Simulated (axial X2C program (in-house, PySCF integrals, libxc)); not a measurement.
**Spin–orbit effects along a row: molecules with H (ions), PBE0**

All values come from calculations with an in-house relativistic program for diatomic molecules, spin-free (one-electron X2C) or two-component (2c: spin–orbit coupling with atomic mean-field Coulomb and Gaunt terms, which also bring small scalar terms), in Dyall basis sets with cores contracted in-house; open shells are unrestricted.

Basis sets: B dyall-v3z, Be dyall-cv3z, C dyall-v3z, F dyall-av3z, H dyall-v3z, Li dyall-cv3z, O dyall-av3z.

```tsv
molecule	spin-free state	Re (Å)	ωe (cm⁻¹)	De (eV)	2c state	Re 2c (Å)	ωe 2c (cm⁻¹)	De 2c (eV)
LiH⁺	M_S = 1/2, Λ = 0	2.213	440.0	0.16	Ω = 1/2	2.213	440.0	0.16
BeH⁺	M_S = 0, Λ = 0	1.318	2205.0	2.95	Ω = 0	1.318	2204.9	2.95
BH⁺	M_S = 1/2, Λ = 0	1.207	2531.5	2.62	Ω = 1/2	1.208	2531.4	2.62
CH⁺	M_S = 0, Λ = 0	1.140	2807.4	4.11	Ω = 0	1.140	2807.3	4.11
OH⁺	M_S = 1, Λ = 0	1.033	3103.5	5.21	Ω = 1	1.033	3103.6	5.21
HF⁺	M_S = 1/2, Λ = 1	1.008	3049.2	3.45	Ω = 3/2	1.008	3049.9	3.47
```

Question: Work out the shifts from the spin-free to the two-component result.

Answer: 

| molecule | 2c state | ΔRe (Å) | Δωe (cm⁻¹) | ΔDe (eV) |
| --- | --- | --- | --- | --- |
| LiH⁺ | Ω = 1/2 | 0.000 | 0.0 | 0.00 |
| BeH⁺ | Ω = 0 | 0.000 | -0.1 | 0.00 |
| BH⁺ | Ω = 1/2 | 0.001 | -0.1 | 0.00 |
| CH⁺ | Ω = 0 | 0.000 | -0.1 | 0.00 |
| OH⁺ | Ω = 1 | 0.000 | 0.1 | 0.00 |
| HF⁺ | Ω = 3/2 | 0.000 | 0.7 | 0.02 |

Shifts of one unit in the last digit are rounding.

Fragments in 2c: Li+ + H, Be+ + H, B+ + H, C+ + H, O + H+, F + H+. Each entry is the lowest single determinant of a limited PBE0 search at one distance. De goes to single-determinant-based atoms at the same level (for ions the charge split of lowest energy) and is withheld (n/a) where an atom does not fit its ground term or J level. Main or longest-lived isotopes. One determinant is a doubtful description, or other states lie close, for OH⁺; these need not be ground states, and all values refer to the states named. Some open-shell Ω = 0 determinants are out of reach, so the Ω given for OH⁺ need not be the lowest component. With several unpaired electrons the Ω given is that of one determinant, not necessarily of the lowest component. Some light 2c atoms are not at their ground J level, so De misses part of their lowering (0.04 eV or less). The functionals have no current term, which raises determinants with orbital currents.
